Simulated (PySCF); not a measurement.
C₃H₅NO₂, SMILES C1=NCOCO1. Atoms are numbered in the order given.

```xyz
11

C      1.3212    -0.1036     0.2166
N      0.8986     1.0778     0.0573
C     -0.4974     1.2567    -0.2438
O     -1.1624     0.0539    -0.6014
C     -0.8200    -0.9642     0.2691
O      0.5765    -1.2321     0.2242
H      2.3857    -0.3211     0.3753
H     -0.5984     1.9263    -1.1104
H     -0.9972     1.7324     0.6234
H     -1.3339    -1.8832    -0.0396
H     -1.0821    -0.7068     1.3163
```

Geometry optimised at ωB97X-D3(BJ)/def2-SVP. One conformer was computed; it need not be the lowest.

Method: PBE/def2-TZVP (PySCF).

ESP charges are fitted to the potential on shells at 1.4 to 2.0 van der Waals radii. Atomic charges (e):

```csv
atom,ESP fit,Mulliken,Löwdin,IAO
C1,0.63,(withheld),-0.38,0.17
N2,-0.72,(withheld),0.07,-0.35
C3,0.46,-0.01,-0.38,0.02
O4,-0.44,-0.24,0.20,-0.38
C5,0.29,0.05,-0.40,0.11
O6,-0.43,(withheld),0.25,-0.33
H7,0.01,(withheld),0.13,0.16
H8,0.06,0.13,0.13,0.17
H9,0.01,0.10,0.12,0.14
H10,0.10,0.13,0.13,0.17
H11,0.03,0.08,0.11,0.12
```

**Question.** What belongs in the gaps? (Estimate from the structure and the level; the computed values follow.)

**Answer.** 
- C1, Mulliken: 0.01
- N2, Mulliken: -0.19
- O6, Mulliken: -0.19
- H7, Mulliken: 0.13

**Question.** Give the Mayer and Wiberg (Löwdin basis) orders of the bonds. (Estimate from the structure and the level; the computed values follow.)

**Answer.** 
```tsv
bond	Mayer	Wiberg
C1–N2	1.94	2.28
N2–C3	1.08	1.40
C3–O4	1.00	1.45
O4–C5	1.10	1.59
C1–O6	1.15	1.67
C5–O6	0.98	1.42
C1–H7	0.95	0.87
C3–H8	0.94	0.88
C3–H9	0.95	0.88
C5–H10	0.95	0.90
C5–H11	0.95	0.89
```
